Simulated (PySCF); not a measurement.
Harmonic spectrum computed at PBE0 in the def2-TZVP basis family (core potentials from Rb on, PySCF, no spin–orbit coupling):

| ω (cm⁻¹) | IR (km/mol) |
| --- | --- |
| 605 | 133 |
| 687 | 171 |
| 721 | 18.5 |
| 910 | 34.6 |
| 1829 | 467 |
| 3888 | 71.6 |

Problem. Which molecule gave it? In each, all ligands are bound to the one heavy central atom.
A. HSi(OH) (singlet)
B. HS(OH) (singlet)
C. HSn(OH) (singlet)
D. HGe(OH) (singlet)
E. HAl(OH) (doublet)

Solution. D. It has Cs symmetry with Ge–H 1.618 Å, Ge–O 1.787 Å, O–H 0.960 Å.
